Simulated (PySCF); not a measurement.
**Structure from NMR data**

An unknown has the formula C3H10O3Si. Its calculated NMR data are:

¹H NMR (400 MHz, computed): δ 4.87 (s, 2H), 3.96 (t, 2H), 3.82 (s, 3H), 3.80 (t, 2H), 1.84 (br s, 1H).

¹³C{¹H} NMR (computed): δ 67.8 (CH2), 65.1 (CH2), 50.1 (CH3).

[PySCF: shielding tensors at PBE0/pcSseg-1 (GIAO); GFN2-xTB geometry; non-relativistic; gas phase; equivalent nuclei averaged; single conformer]

Chemical shifts δ = σref − σ; ¹H (31.72 ppm), ¹³C (186.93 ppm) against TMS, all at this level.

Which of these isomers gave the spectra?
A. COCO[SiH2]OC
B. CO[SiH2]OCCO
C. CO[SiH](OC)OC

Results:

B. 

1. The formula gives 0 degrees of unsaturation.
2. 3 carbon signals for 3 carbons: no two carbons are equivalent.
3. Carbon types of the structure: 2 × CH2, 1 × CH3, leaving 3 H on heteroatoms.
4. δC 67.8, 65.1: sp3 CH2 bonded to O; the inductive effect lowers its shielding.
5. δC 50.1: methyl carbon bonded to O; deshielded by the electronegative neighbour.
6. δH 3.96, 3.80: hydrogen on an sp3 CH2 bonded to O; its carbon carries O, hence the downfield position.
7. δH 3.82: hydrogen on a methyl carbon bonded to O; its carbon carries O, an electronegative neighbour.
8. δH 1.84: hydrogen on an alcohol oxygen; exchangeable; this is the value without hydrogen bonding to other molecules.

The others: COCO[SiH2]OC has carbons computed at 93.7, 57.0, 52.7, with a different DEPT pattern; CO[SiH](OC)OC would give 1 carbon signal, not 3.

Exchangeable OH/NH protons stand at their gas-phase positions; hydrogen bonding in a real sample shifts them, mostly to higher δ. Shifts are as computed. Against solution values, carbons near 30 ppm lie about +3 ppm off and those near 130 ppm about +5 ppm. Of 1211 compounds with measured shifts, 218 miss one by over three times the rms of a fit or turn the order of signals round; such compounds aren't used in these exercises. No couplings were computed; multiplicities are counted from neighbouring protons, with m where these are inequivalent, close in shift, in a saturated or five-membered ring or joined by F or P, and br s for small geminal =CH2 splittings.
